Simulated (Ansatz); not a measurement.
Consider the substitution at a C–Si bond: `C[SiH2]BCl` + `O[CH2][ZnH]` → `CO[CH2][ZnH]` + `[SiH3]BCl`.

Program: Ansatz. Geometries: PBE0-D4/def2-TZVP. ΔE: electronic, gas phase. CBS: MP2 limit from def2 TZ/QZ plus the TZ coupled-cluster correction, frozen cores. This one scheme is used for every species. Functionals use def2-TZVPP. For Zn outer-core shells are correlated without core-valence functions, which leaves a few kJ/mol of doubt a bond. Scalar relativity is left out up to krypton. One conformer a species, not always the lowest.

```tsv
level	ΔE (eV)
LDA (SPW92)	0.69
PBE-D4	0.73
revPBE-D4	0.72
r2SCANh-D4	0.74
BHLYP-D4	0.66
PBE0	0.72
BHLYP	0.63
CCSD/CBS(def2)	0.72
```

Problem. What does CCSD(T)/CBS give? (An estimate is asked.)

Solution. Ansatz gave: +0.73 eV. The listed levels differ from it by -0.04, 0.00, -0.01, 0.01, -0.07, -0.01, -0.10, -0.01 eV.

Largest T1 diagnostic among the species: 0.014.

In def2-TZVPP, CCSD(T) changes the Hartree–Fock value by +0.12 eV (the triples alone add +0.01 eV) and MP2 by +0.17 eV. At CCSD(T), def2-SVP lies −0.27 eV from the extrapolated value and def2-TZVPP −0.05 eV.
